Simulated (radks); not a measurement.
Results of a calculation; reference values are marked as such.
Spherical quantum dot in the effective-mass picture: electrons in a hard-walled sphere of radius 4.41, with a point charge +2 (a donor) at the centre, all in effective atomic units (hartree* = m*/eps^2 hartree, bohr* = eps/m* bohr), one dielectric constant everywhere. Level of theory: non-relativistic Kohn-Sham, r2SCAN, spin-polarised, spherical densities, generalised Kohn-Sham scheme (a radial shooting solver with Libxc functionals). Levels are named by radial order and angular momentum (1s, 1p, 1d, 2s, ...), and open shells are averaged over m.

N = 29, configuration 1s2 1p6 1d10 2s2 1f(up 7, down 2). This is the lowest configuration that the search found. Occupied and some empty levels:

| level | occupation | eigenvalue (hartree*) | <r> (bohr*) |
|---|---|---|---|
| 1s up | 1 | 7.7509 | 2.688 |
| 1s down | 1 | 7.7875 | 2.520 |
| 1p up | 3 | 7.9130 | 3.180 |
| 1p down | 3 | 7.9663 | 3.164 |
| 2s up | 1 | 8.0696 | 1.413 |
| 2s down | 1 | 8.0856 | 1.561 |
| 1d up | 5 | 8.1391 | 3.260 |
| 1d down | 5 | 8.1977 | 3.249 |
| 1f up | 7 | 8.4544 | 3.326 |
| 1f down | 2 | 8.5186 | 3.320 |
| 1g up | 0 | 8.8527 | 3.385 |
| 1g down | 0 | 8.9229 | 3.381 |
| 2p up | 0 | 9.2163 | 2.160 |
| 2p down | 0 | 9.2435 | 2.151 |
| 2d up | 0 | 9.8101 | 2.489 |
| 2d down | 0 | 9.8503 | 2.483 |

Energy (hartree*): total 118.329, kinetic 31.622, external -24.087, Hartree 123.18, exchange-correlation -12.381.

Electron density:

| r (bohr*) | n(r) (e/bohr*^3) |
|---|---|
| 0.128 | 2.302 |
| 0.347 | 0.9920 |
| 0.567 | 0.4462 |
| 0.786 | 0.2095 |
| 1.00 | 0.1033 |
| 1.23 | 0.05499 |
| 1.44 | 0.03480 |
| 1.66 | 0.02959 |
| 1.88 | 0.03382 |
| 2.10 | 0.04535 |
| 2.32 | 0.06324 |
| 2.54 | 0.08605 |
| 2.76 | 0.1114 |
| 2.98 | 0.1344 |
| 3.20 | 0.1477 |
| 3.42 | 0.1440 |
| 3.64 | 0.1186 |
| 3.86 | 0.07620 |
| 4.08 | 0.03147 |
| 4.30 | 0.003796 |
